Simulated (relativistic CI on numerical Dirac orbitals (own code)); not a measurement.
Calculated at this level of theory: Dirac-Coulomb-Breit CI, KLI orbitals optimised for each configuration, a model potential for QED, unscaled Slater integrals (own radial code, finite nucleus).

Configuration list (outside the closed core [Ne]): 3s2 3p6, 3s2 3p5 3d, 3s 3p6 3d, 3s2 3p5 4s, 3s2 3p5 4p, 3s2 3p5 4d, 3s 3p6 4s, 3s2 3p5 4f, 3s 3p6 4p, 3s2 3p5 5s, 3s2 3p5 5p, 3s 3p6 4d, 3p6 3d 4p, 3s2 3p5 5d, 3s2 3p5 5f, 3s 3p6 4f, 3s2 3p5 5g, 3s2 3p5 6s, 3s2 3p5 6p, 3s2 3p5 6d, 3s 3p6 5s, 3s 3p6 5p, 3s 3p6 5d, 3p6 3d2, 3p5 3d3, 3p5 3d2 4s, 3p5 3d2 4p, 3p5 3d2 4d, 3p6 3d 4s, 3p5 3d 4s2, 3p5 3d 4s 4p, 3p5 3d 4s 4d. Double excitations out of closed p, d and f shells are left out; levels of such configurations are missing from the list, as are those of other unlisted configurations, and high levels can miss mixing partners. These lack a partner that the ground configuration has and come out too high: 3s2 3p5 4f, 3s2 3p5 5s, 3s2 3p5 5p, 3s2 3p5 5d, 3s2 3p5 5f.

At this charge energies of transitions that change n are usually good to better than 1 %, and those within a shell (Δn = 0) to a few per cent.

Outline of the computed level scheme of Ni XI. Lowest level of each configuration: 3s2 3p6 1S_0 at 0.000 eV; 3s2 3p5 3d 3P°_0 at 57.405 eV; 3s 3p6 3d 3D_1 at 112.488 eV; 3s2 3p5 4s 3P°_2 at 156.498 eV; 3s2 3p5 4p 3S_1 at 168.869 eV; 3s2 3p5 4d 3P°_0 at 192.659 eV; 3s 3p6 4s 3S_1 at 209.576 eV; 3s2 3p5 4f 3D_1 at 210.545 eV.

Some strong electric-dipole decays among the lowest 45 levels: 3s2 3p5 3d 1P°_1 → 3s2 3p6 1S_0 (3.9e+11 s⁻¹); 3s2 3p5 4d 1P°_1 → 3s2 3p6 1S_0 (3.7e+11 s⁻¹); 3s2 3p5 4f 3D_1 → 3s2 3p5 3d 3P°_0 (2.3e+11 s⁻¹); 3s2 3p5 4f 3D_1 → 3s2 3p5 3d 3P°_1 (1.9e+11 s⁻¹); 3s2 3p5 4d 3D°_1 → 3s2 3p6 1S_0 (1.4e+11 s⁻¹); 3s2 3p5 4s 1P°_1 → 3s2 3p6 1S_0 (8.3e+10 s⁻¹); 3s2 3p5 4s 3P°_1 → 3s2 3p6 1S_0 (5.4e+10 s⁻¹); 3s 3p6 4s 3S_1 → 3s2 3p5 4s 3P°_2 (4.6e+10 s⁻¹).

LS names give the leading component of a level, which can be under half, so a name can repeat, a term be missing and a line seem to break the LS rules.
